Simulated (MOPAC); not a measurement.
MOPAC input (PM6):

```
PM6 PRECISE GNORM=0.05 LET XYZ CHARGE=-1 GEO-OK AUX(PRECISION=9) THREADS=1
C3H3O

C    -0.39558600 1    1.04640100 1   -0.09293000 1
C    -1.18815400 1   -0.22778100 1    0.08963300 1
C     0.35181300 1   -0.04602400 1   -0.01412700 1
O     1.41250100 1   -0.69974200 1   -0.00038100 1
H    -0.51136400 1    2.11496200 1   -0.20352400 1
H    -1.74776200 1   -0.67517200 1   -0.74820000 1
H    -1.64931400 1   -0.47743000 1    1.05931900 1
```

Output:

```
 *******************************************************************************
 **                                                                           **
 **                              MOPAC v23.2.5                                **
 **                                                                           **
 *******************************************************************************
 ** MOPAC's Digital Object Identifier: https://doi.org/10.5281/zenodo.6511958 **
 **                                                                           **
 ** Please cite the open-source release paper for use of this MOPAC version:  **
 ** J. E. Moussa and J. J. P. Stewart (2026)                                  **
 ** MOPAC: An open-source semiempirical molecular orbital program             **
 ** J. Open Source Softw., 11(119), 8025, https://doi.org/10.21105/joss.08025 **
 *******************************************************************************

                              PM6 CALCULATION RESULTS

 *******************************************************************************
 *  PM6        - The PM6 Hamiltonian to be used
 *  GEO-OK     - OVERRIDE INTERATOMIC DISTANCE AND OTHER SAFETY CHECKS
 *
 *
 *
 *                 CHARGE ON SYSTEM = -1
 *
 *
 *
 *  LET        - OVERRIDE SOME SAFETY CHECKS
 *  PRECISE    - TIGHTER CRITERIA TO BE USED
 *  XYZ        - CARTESIAN COORDINATE SYSTEM TO BE USED
 *  GNORM      - EXIT WHEN GRADIENT NORM DROPS BELOW 0.050
 *  AUX        - OUTPUT AUXILIARY INFORMATION
 *******************************************************************************
PM6 PRECISE GNORM=0.05 LET XYZ CHARGE=-1 GEO-OK AUX(PRECISION=9) THREADS=1
 C3H3O

   ATOM   CHEMICAL          X               Y               Z
  NUMBER   SYMBOL      (ANGSTROMS)     (ANGSTROMS)     (ANGSTROMS)

     1       C         -0.39558600  *   1.04640100  *  -0.09293000  *
     2       C         -1.18815400  *  -0.22778100  *   0.08963300  *
     3       C          0.35181300  *  -0.04602400  *  -0.01412700  *
     4       O          1.41250100  *  -0.69974200  *  -0.00038100  *
     5       H         -0.51136400  *   2.11496200  *  -0.20352400  *
     6       H         -1.74776200  *  -0.67517200  *  -0.74820000  *
     7       H         -1.64931400  *  -0.47743000  *   1.05931900  *

          CARTESIAN COORDINATES

    NO.       ATOM           X           Y           Z

     1         C         -0.3956      1.0464     -0.0929
     2         C         -1.1882     -0.2278      0.0896
     3         C          0.3518     -0.0460     -0.0141
     4         O          1.4125     -0.6997     -0.0004
     5         H         -0.5114      2.1150     -0.2035
     6         H         -1.7478     -0.6752     -0.7482
     7         H         -1.6493     -0.4774      1.0593

 General Reference for PM6:
 "Optimization of Parameters for Semiempirical Methods V: Modification of NDDO Approximations
 and Application to 70 Elements", J. J. P. Stewart, J. Mol. Mod., 13, 1173-1213 (2007)
 URL: https://link.springer.com/article/10.1007/s00894-007-0233-4

           Empirical Formula: C3 H3 O  =     7 atoms

      MOLECULAR POINT GROUP   :   Cs

      RHF CALCULATION, NO. OF DOUBLY OCCUPIED LEVELS = 11

          Geometry optimization using EF

          DIAGONAL MATRIX USED AS START HESSIAN

 CYCLE:     1  GRAD.:    84.481 HEAT: -12.63158
 CYCLE:     2  GRAD.:   754.011 HEAT:  42.96420
 CYCLE:     3  GRAD.:   265.156 HEAT:  2.619744
 CYCLE:     4  GRAD.:   509.949 HEAT:  14.94727
 CYCLE:     5  GRAD.:   131.391 HEAT: -4.821940
 CYCLE:     6  GRAD.:   209.095 HEAT: -1.589562
 CYCLE:     7  GRAD.:    48.981 HEAT: -13.66639
 CYCLE:     8  GRAD.:   335.121 HEAT: -4.930863
 CYCLE:     9  GRAD.:    59.553 HEAT: -12.44923
 CYCLE:    10  GRAD.:   139.610 HEAT: -4.630726
 CYCLE:    11  GRAD.:    52.627 HEAT: -14.01812
 CYCLE:    12  GRAD.:    38.933 HEAT: -13.68573
 CYCLE:    13  GRAD.:    11.942 HEAT: -14.45617
 CYCLE:    14  GRAD.:    13.580 HEAT: -14.48366
 CYCLE:    15  GRAD.:     4.051 HEAT: -14.51964
 CYCLE:    16  GRAD.:     1.681 HEAT: -14.52163
 CYCLE:    17  GRAD.:     0.407 HEAT: -14.52274
 CYCLE:    18  GRAD.:     0.234 HEAT: -14.52278
 CYCLE:    19  GRAD.:     0.533 HEAT: -14.52271
 CYCLE:    20  GRAD.:     0.009 HEAT: -14.52280

     GRADIENT =  0.00919 IS LESS THAN CUTOFF =  0.05000

 -------------------------------------------------------------------------------
 PM6 PRECISE GNORM=0.05 LET XYZ CHARGE=-1 GEO-OK AUX(PRECISION=9) THREADS=1
 C3H3O

     GEOMETRY OPTIMISED USING EIGENVECTOR FOLLOWING (EF).
     SCF FIELD WAS ACHIEVED

                              PM6 CALCULATION
                                                       MOPAC v23.2.5 Linux

          FINAL HEAT OF FORMATION =        -14.52280 KCAL/MOL =     -60.76339 KJ/MOL

          COSMO AREA              =         90.76 SQUARE ANGSTROMS
          COSMO VOLUME            =         73.27 CUBIC ANGSTROMS

          GRADIENT NORM           =          0.00919          =       0.00347 PER ATOM
          IONIZATION POTENTIAL    =          2.841392 EV
          HOMO LUMO ENERGIES (EV) =         -2.841  7.524
          NO. OF FILLED LEVELS    =         11
          MOLECULAR WEIGHT        =         55.0561         POINT GROUP:  Cs

          MOLECULAR DIMENSIONS (Angstroms)

            Atom       Atom       Distance
            H     5    O     4     3.37949
            H     5    H     6     2.60653
            H     7    H     6     1.67635

          SCF CALCULATIONS        =         21

   ATOM   CHEMICAL          X               Y               Z
  NUMBER   SYMBOL      (ANGSTROMS)     (ANGSTROMS)     (ANGSTROMS)

     1       C         -0.40190328  *   1.05208803  *  -0.09320809  *
     2       C         -1.17241287  *  -0.23293277  *   0.08934083  *
     3       C          0.36141156  *  -0.04274000  *  -0.01500940  *
     4       O          1.39380708  *  -0.70220661  *   0.00090686  *
     5       H         -0.53773406  *   2.06386498  *  -0.19649790  *
     6       H         -1.72917359  *  -0.64930372  *  -0.73346680  *
     7       H         -1.63271857  *  -0.45556611  *   1.03744328  *

                             CARTESIAN COORDINATES

   1    C       -0.401903279     1.052088032    -0.093208090
   2    C       -1.172412871    -0.232932769     0.089340832
   3    C        0.361411564    -0.042740000    -0.015009400
   4    O        1.393807077    -0.702206611     0.000906860
   5    H       -0.537734062     2.063864976    -0.196497901
   6    H       -1.729173594    -0.649303725    -0.733466800
   7    H       -1.632718568    -0.455566105     1.037443277

           Empirical Formula: C3 H3 O  =     7 atoms

      MOLECULAR POINT GROUP   :   Cs

                  EIGENVALUES
 -24.63427 -23.26635 -15.44338 -12.92503  -9.97572  -9.77608  -8.75048  -7.50686
  -6.01252  -3.70111  -2.84139   7.52396   8.81796   9.74138  10.34410  11.35949
  11.83966  11.88648  12.51258

              NET ATOMIC CHARGES AND DIPOLE CONTRIBUTIONS

  ATOM NO.   TYPE          CHARGE      No. of ELECS.   s-Pop       p-Pop
    1          C          -0.707689        4.7077     1.07644     3.63125
    2          C          -0.511454        4.5115     1.07592     3.43553
    3          C           0.547561        3.4524     1.02238     2.43006
    4          O          -0.712374        6.7124     1.85284     4.85953
    5          H           0.164735        0.8353     0.83527
    6          H           0.109610        0.8904     0.89039
    7          H           0.109611        0.8904     0.89039
 DIPOLE           X         Y         Z       TOTAL
 POINT-CHG.    -1.436     0.255     0.050     1.460
 HYBRID        -0.280    -0.081     0.024     0.293
 SUM           -1.716     0.174     0.074     1.727

          ATOMIC ORBITAL ELECTRON POPULATIONS

     Atom    s        px        py        pz
    1  C   1.07644   1.08614   1.02109   1.52402
    2  C   1.07592   1.15900   1.16233   1.11420
    3  C   1.02238   0.77455   0.90378   0.75173
    4  O   1.85284   1.45250   1.69964   1.70740
    5  H   0.83527
    6  H   0.89039
    7  H   0.89039

 **********************
 *                    *
 * JOB ENDED NORMALLY *
 *                    *
 **********************

 == MOPAC DONE ==
```

The dipole moment of an ion depends on the origin.

The geometry given is a B3LYP-D3(BJ)/def2-TZVP minimum.
